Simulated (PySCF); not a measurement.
# Mayer bond orders and bond lengths

Compound: C₆H₁₁O₂P.
SMILES with atom numbers: `[CH2:1]=[CH:2][P@:3](=[O:4])([CH2:5][CH3:6])[C:7]([CH3:8])=[O:9]` (hydrogens: H10, H11 on C1; H12 on C2; H13, H14 on C5; H15, H16, H17 on C6; H18, H19, H20 on C8)

Cartesian coordinates in Å at the GFN2-xTB level; atoms count from 1:
```xyz
20
C6H11O2P angstrom
C     -1.581   -2.643   -0.200
C     -1.109   -1.587   -0.840
P     -0.266   -0.290    0.107
O     -0.144   -0.539    1.549
C     -1.146    1.267   -0.344
C     -0.491    2.432    0.381
C      1.380   -0.124   -0.788
C      2.540   -0.384    0.108
O      1.428    0.160   -1.954
H     -1.465   -2.716    0.870
H     -2.090   -3.453   -0.698
H     -1.182   -1.455   -1.910
H     -1.122    1.402   -1.425
H     -2.184    1.142   -0.022
H     -0.415    2.207    1.444
H      0.512    2.608   -0.007
H     -1.073    3.343    0.257
H      2.479    0.303    0.953
H      2.433   -1.388    0.518
H      3.490   -0.277   -0.411
```

Bond orders from the PBE0/pcSseg-1 density (PySCF). Isolated species at its GFN2-xTB geometry (one conformer only).

How far do the computed orders between heavy atoms stray from the drawn ones?

The largest departure is 0.267, at P3–C7 (drawn single, 0.733). Drawn single, order below 0.88: P3–C7 (0.733).

Set the Mayer orders of the bonds beside their lengths.

```json
{"bond": "C1–C2", "drawn as": "double", "length (Å)": "1.322", "Mayer order": "1.954"}
{"bond": "C2–P3", "drawn as": "single", "length (Å)": "1.814", "Mayer order": "0.894"}
{"bond": "P3–O4", "drawn as": "double", "length (Å)": "1.469", "Mayer order": "1.815"}
{"bond": "P3–C5", "drawn as": "single", "length (Å)": "1.845", "Mayer order": "0.935"}
{"bond": "C5–C6", "drawn as": "single", "length (Å)": "1.521", "Mayer order": "1.040"}
{"bond": "P3–C7", "drawn as": "single", "length (Å)": "1.882", "Mayer order": "0.733"}
{"bond": "C7–C8", "drawn as": "single", "length (Å)": "1.489", "Mayer order": "1.010"}
{"bond": "C7–O9", "drawn as": "double", "length (Å)": "1.201", "Mayer order": "1.971"}
{"bond": "C1–H10", "drawn as": "single", "length (Å)": "1.079", "Mayer order": "0.942"}
{"bond": "C1–H11", "drawn as": "single", "length (Å)": "1.078", "Mayer order": "0.951"}
{"bond": "C2–H12", "drawn as": "single", "length (Å)": "1.080", "Mayer order": "0.927"}
{"bond": "C5–H13", "drawn as": "single", "length (Å)": "1.090", "Mayer order": "0.921"}
{"bond": "C5–H14", "drawn as": "single", "length (Å)": "1.094", "Mayer order": "0.935"}
{"bond": "C6–H15", "drawn as": "single", "length (Å)": "1.089", "Mayer order": "0.953"}
{"bond": "C6–H16", "drawn as": "single", "length (Å)": "1.089", "Mayer order": "0.964"}
{"bond": "C6–H17", "drawn as": "single", "length (Å)": "1.088", "Mayer order": "0.965"}
{"bond": "C8–H18", "drawn as": "single", "length (Å)": "1.090", "Mayer order": "0.928"}
{"bond": "C8–H19", "drawn as": "single", "length (Å)": "1.090", "Mayer order": "0.927"}
{"bond": "C8–H20", "drawn as": "single", "length (Å)": "1.087", "Mayer order": "0.950"}
```

Bonds between the same two heavy elements. C–C: lowest C7–C8 (1.010, 1.489 Å), highest C1–C2 (1.954, 1.322 Å); in 1 of the 3 pairs the longer bond (by over 0.003 Å) has the higher order (by 0.02 or more). C–P: lowest P3–C7 (0.733, 1.882 Å), highest P3–C5 (0.935, 1.845 Å); in 1 of the 3 pairs the longer bond (by over 0.003 Å) has the higher order (by 0.02 or more).

Sum the orders of all bonds at each heavy atom with more than one neighbour and set the sums beside the valence in the SMILES.

C1 3.847 (drawn 4), C2 3.775 (drawn 4), P3 4.377 (drawn 5), C5 3.831 (drawn 4), C6 3.922 (drawn 4), C7 3.714 (drawn 4), C8 3.815 (drawn 4). Orders between atoms that aren't bonded are not in these sums.

Mayer orders depend on the basis set.
